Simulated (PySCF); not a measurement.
3-methylthietane (C4H8S), SMILES C1C(CS1)C.

Geometry: ωB97X-D3(BJ)/def2-SVP.

Computed with r2SCAN/def2-TZVP in PySCF.

Symmetry labels are those of the subgroup Cs that the program uses (full group Cs).

Computed valence orbital energies around the gap with their symmetry:
```
orbital  symmetry  energy (eV)
-------  --------  -----------
HOMO−7         A"       -10.95
HOMO−6         A"       -10.21
HOMO−5         A'       -10.07
HOMO−4         A"        -9.08
HOMO−3         A'        -8.57
HOMO−2         A"        -8.16
HOMO−1         A'        -7.18
HOMO           A'        -5.24
LUMO           A"        -0.47
LUMO+1         A'         0.61
LUMO+2         A'         1.36
LUMO+3         A'         1.84
```
